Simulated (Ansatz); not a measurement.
`BOC[SiH](F)F` and `C[SiH](F)F` differ in one atom or group.

Ansatz, PBE0-D4/def2-TZVP geometries, multiplicity 1. Each molecule was computed in one conformer, which needn't be the lowest.

| property | `BOC[SiH](F)F` |
| --- | --- |
| HOMO energy (PBE0/def2-TZVPP) / eV | -8.92 |
| HOMO–LUMO gap (ωB97M-V/def2-TZVPP) / eV | 12.33 |
| LUMO energy (PBE0/def2-TZVPP) / eV | -0.75 |
| HOMO–LUMO gap (PBE0/def2-TZVPP) / eV | 8.17 |
| HOMO energy (ωB97M-V/def2-TZVPP) / eV | -11.21 |
| HOMO energy (B3LYP/def2-TZVPP) / eV | -8.71 |

Problem. What does the change do to each property? (An estimate is asked.)

Solution. Ansatz gave: 
| property | `C[SiH](F)F` | shift |
| --- | --- | --- |
| HOMO energy (PBE0/def2-TZVPP) / eV | -9.37 | -0.45 |
| HOMO–LUMO gap (ωB97M-V/def2-TZVPP) / eV | 14.18 | 1.85 |
| LUMO energy (PBE0/def2-TZVPP) / eV | 1.05 | 1.80 |
| HOMO–LUMO gap (PBE0/def2-TZVPP) / eV | 10.42 | 2.25 |
| HOMO energy (ωB97M-V/def2-TZVPP) / eV | -11.64 | -0.43 |
| HOMO energy (B3LYP/def2-TZVPP) / eV | -9.17 | -0.46 |

With PBE0 the HOMO falls by 0.45 eV and the LUMO rises by 1.80 eV, so the gap widens by about 2.25 eV. PBE moves the HOMO by -0.43 eV and ωB97M-V by -0.43 eV.

B3LYP here is the variant with VWN-RPA as its local correlation; programs differ in this.
